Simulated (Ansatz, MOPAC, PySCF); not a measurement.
Dimer: HCl (SMILES Cl) (first 2 atoms) with HBr (SMILES Br); geometry from B3LYP-D3(BJ)/def2-TZVP, rigid monomers moved along the line of their centres of mass till Cl1···H4 is 3.54 Å.
(charge 0, multiplicity 1):
```xyz
4

Cl     0.5348    -0.4660    -0.2256
H      0.8003     0.7857    -0.1236
Br     0.0830    -0.2787     4.6971
H      0.1609    -0.5614     3.2970
```

Counterpoise-corrected where a basis set is named; no monomer relaxation. Rows marked so take none.

Frozen-core correlation. Filled d and f shells under p-block atoms count as core. CBS(a, b) extrapolates the correlation energy as X⁻³ and adds the Hartree–Fock energy of set b. Rows in 3-21G, 6-31G*, LANL2DZ, STO-3G carry no dispersion term and start afresh at each structure (6-31G* with six Cartesian d functions); the Pople sets are all-electron and without relativity. MP2/6-31G* freezes PySCF's default core, which leaves 3d correlated. LANL2DZ brings its own core potentials from Na on. The state that AM1, PM7 reach isn't checked; PM7 holds dispersion and hydrogen-bond terms.

The values were computed with Ansatz (a first-principles code); MOPAC for AM1, PM7 (differences of heats of formation); PySCF for 3-21G rows, 6-31G* rows, LANL2DZ rows, STO-3G rows, the dispersion terms. Each number belongs to the level named beside it.

Other levels give for the interaction energy: PBE/def2-TZVPPD -0.72; B3LYP/def2-TZVPPD -0.44; B3LYP-D3(BJ)/def2-TZVPPD -0.84; wB97M-V/def2-TZVPPD -0.78; CCSD(T)/CBS(def2-TZVPPD, def2-QZVPPD) -0.81 kcal/mol.

Common cheap choices:

```tsv
level	interaction energy (kcal/mol)	less -0.81 (CCSD(T)/CBS(def2-TZVPPD, def2-QZVPPD))
AM1	-0.29	0.51
PM7	-0.84	-0.03
HF/STO-3G (no counterpoise)	-0.31	0.49
HF/3-21G (no counterpoise)	-0.58	0.23
HF/6-31G*	-0.52	0.28
B3LYP/LANL2DZ (no counterpoise)	-0.66	0.15
MP2/6-31G*	-0.69	0.12
MP2/6-31G* (no counterpoise)	-0.78	0.02
```
